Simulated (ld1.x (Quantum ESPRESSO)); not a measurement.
# iron (Fe): PAW pseudisation with PBE, scalar-relativistic reference atom.

* Element: Fe (Z = 26)
* Generator: ld1.x (Quantum ESPRESSO) 7.5
* Type: PAW
* Functional: PBE
* Relativity: scalar-relativistic
* Frozen core: [Ne]
* Valence charge: 16
* Reference configuration: 3s2 3p6 3d6 4s1.5 4p0.5
* Partial waves: 3s (bound): rcut 1.35, rcutus 1.50 bohr; 4s (bound): rcut 1.35, rcutus 1.50 bohr; 3p (bound): rcut 1.45, rcutus 1.65 bohr; 4p (bound): rcut 1.45, rcutus 1.65 bohr; 3d (bound): rcut 0.60, rcutus 0.85 bohr; 3d channel at 0.95 Ry: rcut 0.60, rcutus 0.85 bohr
* Local potential: all-electron potential smoothed inside 1.45 bohr (lloc = -2)
* Core correction: Bessel-smoothed model core, default radius (core density twice the valence density)
* Augmentation charge: PSQ, inside the norm-conserving radii

What the tests gave:

```
Cutoffs needed                            : 160 Ry and 260 Ry (the cutoffs (Ry, on a coarse ladder) from which the occupation-weighted sum of valence levels, in a spherical-Bessel basis at the reference potential, stays within 10 and 1 mRy of its value at 400 Ry)
Ghost test                                : no extra level below or beside the all-electron valence levels (s, p, d, f tested) (spherical-Bessel basis up to 400 Ry, 20 bohr box)
Configuration tests                       : test run stopped at test 4 of 7 (negative rho)
Lowest eigenvalue of the overlap operator : 0.09 (p channel)
Density cutoff estimated by the generator : 1124 Ry
```

Generation and tests took about 1.8 s on one core of a shared server CPU.
